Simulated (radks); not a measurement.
Tb10+, 55 electrons, occupied as [Xe] 6s1 (not the ground configuration). Calculated with a radial shooting solver on a logarithmic mesh with Libxc functionals: scalar-relativistic Kohn-Sham, PBE, spin-polarised, spherical densities, finite nucleus; open shells are filled with parallel spins first (spin-orbit coupling, left out, can overturn this in heavy ions); Fermi nuclear charge, rms radius 5.06 fm.

Normalised radial functions P(r) = r R(r), r in bohr:

r,4d down,5s up,6s up
0.001816,0.0001,0.0918,0.0535
0.002403,0.0001,0.1125,0.0656
0.003205,0.0002,0.1364,0.0795
0.004274,0.0005,0.1618,0.0943
0.005656,0.0012,0.1852,0.1080
0.007543,0.0026,0.2036,0.1187
0.01006,0.0056,0.2086,0.1216
0.01331,0.0118,0.1909,0.1112
0.01775,0.0247,0.1381,0.0804
0.02349,0.0497,0.0452,0.0262
0.03133,0.0982,-0.0894,-0.0523
0.04179,0.1845,-0.2349,-0.1371
0.05529,0.3196,-0.3262,-0.1901
0.07375,0.5141,-0.2845,-0.1649
0.09836,0.7306,-0.0546,-0.0298
0.1301,0.8658,0.2756,0.1628
0.1736,0.7669,0.4785,0.2771
0.2297,0.3097,0.2811,0.1533
0.3063,-0.4723,-0.2858,-0.1817
0.4086,-1.2174,-0.6869,-0.3898
0.5406,-1.4781,-0.3692,-0.1435
0.721,-1.1562,0.5241,0.3881
0.954,-0.6064,1.1393,0.5271
1.272,-0.1954,1.0052,-0.0568
1.697,-0.0347,0.4679,-0.7726
2.245,-0.0031,0.1172,-0.8309
2.995,-0.0001,0.0126,-0.3889
3.994,0.0000,0.0005,-0.0773
5.285,0.0000,0.0000,-0.0059

4d down: eigenvalue -384.68 eV, 1 radial node at r = 0.260 bohr, <r> = 0.581 bohr, 90 % of the charge inside 0.859 bohr. 5s up: eigenvalue -224.53 eV, 4 radial nodes at r = 0.0261, 0.103, 0.268, 0.614 bohr, <r> = 1.09 bohr, 90 % of the charge inside 1.53 bohr. 6s up: eigenvalue -111.00 eV, 5 radial nodes at r = 0.0261, 0.103, 0.265, 0.585, 1.25 bohr, <r> = 2.00 bohr, 90 % of the charge inside 2.76 bohr.
